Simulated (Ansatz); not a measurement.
C₂H₆BClO (`CCOBCl`). Charge 0, multiplicity 1.

Z-matrix (Å, degrees):
```
C
C 1 1.508
H 1 1.092 2 110.9
H 1 1.092 2 110.0 3 -119.8
H 1 1.091 2 110.6 3 120.3
O 2 1.425 1 110.1 3 -63.5
H 2 1.093 1 110.8 3 178.7
H 2 1.095 1 111.2 3 58.3
B 6 1.333 2 121.7 1 114.3
Cl 9 1.757 6 118.4 2 -179.2
H 9 1.196 6 122.8 2 0.8
```

Problem. List the harmonic frequencies (cm⁻¹, unscaled) at PBE0-D4/def2-TZVP in Ansatz. (An estimate is asked.)

Solution. Computed: 62, 122, 199, 285, 362, 449, 807, 841, 864, 894, 1057, 1121, 1128, 1190, 1307, 1376, 1406, 1439, 1477, 1490, 1514, 2631, 3050, 3057, 3098, 3136, 3144.

Problem. Is this a minimum?

Solution. Yes, all 27 modes are real.

Problem. Give the ideal-gas thermochemistry at 298.15 K and 1 bar (rigid rotor, harmonic oscillator; point group C1, symmetry number 1).

Solution. Zero-point energy 224.3 kJ/mol; H(298) − E = 243.5 kJ/mol; entropy 335.2 J/(mol·K), of which translation 165.3, rotation 111.1, vibration 58.8; G(298) − E = 143.6 kJ/mol. Modes under 100 cm⁻¹ are hindered rotations or soft bends, so the harmonic entropy is rough.

Problem. And at 400, 500, 600, 800 and 1000 K?

Solution. 
| T (K) | H − E (kJ/mol) | S (J/mol/K) | G − E (kJ/mol) |
| --- | --- | --- | --- |
| 400 | 254.1 | 365.6 | 107.8 |
| 500 | 266.5 | 393.3 | 69.9 |
| 600 | 280.7 | 419.1 | 29.3 |
| 800 | 313.2 | 465.7 | -59.3 |
| 1000 | 350.1 | 506.7 | -156.7 |

Problem. Rotational constants (cm⁻¹)?

Solution. 0.5805, 0.04967, 0.0484.
